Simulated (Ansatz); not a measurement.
A structure relaxed at PBE0-D4/def2-TZVP, charge 0, multiplicity 1:

Cartesian coordinates in Å:
```
O -0.486 -1.598 -1.353
Si 0.430 -0.563 -0.468
N -0.064 -0.233 1.100
Ge -0.291 1.476 0.304
H -0.050 -2.035 -2.086
H 1.855 -0.881 -0.759
H -0.206 -0.658 2.000
H -1.765 1.924 0.294
H 0.575 2.566 0.968
```

Problem. Give its formula and SMILES.

Solution. GeH5NOSi, `O[SiH]1[NH][GeH2]1`.

Problem. Summarise the bond lengths by kind.

Solution. 1 × O–Si 1.641 Å; 1 × H–O 0.959 Å; 1 × N–Si 1.677 Å; 1 × Ge–Si 2.296 Å; 1 × H–Si 1.489 Å; 1 × Ge–N 1.899 Å; 1 × H–N 1.005 Å; 2 × Ge–H 1.541 to 1.543 Å.

Program: Ansatz 0.2.0.
